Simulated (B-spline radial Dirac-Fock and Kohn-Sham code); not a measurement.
Z = 64 (gadolinium), transition energy 200 keV. The computed values come from a radial finite-basis atomic code: a Dirac-Hartree-Slater potential of the neutral atom with a Latter tail (no hole, which puts coefficients of high multipoles low close above an edge), finite nucleus with surface currents. Subshells that would emit electrons below 1 keV are left out.

Question: A pure transition shows α(K) = 0.243, L1/L2 = 12.9 and L1/L3 = 77.3. What is its multipolarity?
A. M4
B. M1
C. E3
D. M3
E. E2
F. E4
G. E1
H. M2

Answer: B. For comparison, α(K), L1/L2, L1/L3 are E1 0.0386, 7.69, 6.75; E2 0.155, 0.799, 0.987; E3 0.545, 0.179, 0.267; E4 1.89, 0.0760, 0.124; M2 1.26, 8.15, 10.5; M3 5.31, 5.49, 2.52; M4 21.8, 4.06, 1.11.
